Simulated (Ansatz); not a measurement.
`[Al][I]` + H₂ → `[AlH]` + HI at 500 K and 1 bar (hydrogenolysis of the Al–I bond).

Computed with Ansatz on PBE0-D4/def2-TZVP structures; ΔE is electronic, products minus reactants. CBS: MP2 limit from def2 TZ/QZ plus the TZ coupled-cluster correction, frozen cores. This one scheme is used for every species. Elements past krypton have def2 core potentials. For I outer-core shells are correlated without core-valence functions, which leaves a few kJ/mol of doubt a bond.

| species | CCSD(T)/CBS energy (Eh) | H − E (kJ/mol) | S (J/(mol·K)) |
| --- | --- | --- | --- |
| `[Al][I]` | -539.49397 | 19.0 | 266.7 |
| H₂ | -1.17544 | 41.0 | 145.5 |
| `[AlH]` | -242.55642 | 24.6 | 203.3 |
| HI | -298.03592 | 28.6 | 221.6 |

H − E and S are ideal-gas, rigid-rotor, harmonic terms from PBE0-D4/def2-TZVP. The MP2-based limit puts H₂ 0.8 mEh under its directly extrapolated value; such offsets cancel only in part. 1 Eh = 2625.50 kJ/mol, R = 8.31446 J/(mol·K).

Q: By hand: ΔE, ΔH, ΔS and ΔG.

A: ΔE = (-242.55642) + (-298.03592) − (-539.49397) − (-1.17544) = 0.07707 Eh = 202.3 kJ/mol. Δ(H − E) = 24.6 + 28.6 − 19.0 − 41.0 = -6.8, so ΔH = 195.5 kJ/mol. ΔS = 203.3 + 221.6 − 266.7 − 145.5 = 12.7 J/(mol·K). ΔG = 195.5 − 500 × (12.7)/1000 = 189.2 kJ/mol.

Q: By hand: the equilibrium constant, and the temperature at which ΔG would vanish if ΔH and ΔS stayed fixed.

A: log₁₀ K = −ΔG/(RT ln 10) = -19.8. ΔG = 0 at ΔH/ΔS = 15394 K, far beyond where these terms or the molecules hold.

The number of gas molecules stays the same, so ΔS is small and ΔH decides. A doubt of 5 kJ/mol in ΔE shifts log₁₀ K by 0.5 here. These are equilibria of isolated gas molecules and say nothing of rates. Largest T1 diagnostic: 0.013 (customary marks: 0.02 for closed shells, 0.045 for open ones).
